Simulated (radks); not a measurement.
Values are calculated unless marked as measured or tabulated.
Q: Hf+, configuration [Kr] 4d10 4f14 5s2 5p5.75 5d1 6s2 5f0.25 (fractional occupations, a model configuration). Level of theory: Dirac Kohn-Sham, OLYP, spin-unpolarised, spherical densities, finite nucleus; open shells are shared between the two j in proportion to 2j + 1; Fermi nuclear charge, rms radius 5.347 fm (a radial shooting solver on a logarithmic mesh with Libxc functionals).

Spin-orbit splittings of the eigenvalues, e(l+1/2) - e(l-1/2), with zeta = 2 splitting/(2l+1) and mean radii in bohr:

| shell | occ. | splitting (eV) | zeta (eV) | <r> j=l-1/2 | <r> j=l+1/2 |
|---|---|---|---|---|---|
| 2p | 6 | 1192 | 794.4 | 0.06612 | 0.07384 |
| 3p | 6 | ? | ? | 0.1980 | 0.2124 |
| 3d | 10 | 55.81 | 22.32 | 0.1862 | 0.1907 |
| 4p | 6 | 58.53 | 39.02 | 0.4744 | 0.5074 |
| 4d | 10 | 10.73 | 4.294 | 0.5281 | 0.5397 |
| 4f | 14 | 1.763 | 0.5037 | 0.6646 | 0.6765 |
| 5p | 5.75 | 8.026 | 5.351 | 1.251 | 1.354 |
| 5d | 1 | 0.6331 | 0.2533 | 2.034 | 2.100 |
| 5f | 0.25 | 0.0006353 | 0.0001815 | 10.15 | 10.16 |

Estimate the 3p splitting.

A: 255.5 eV (zeta = 170.3 eV).
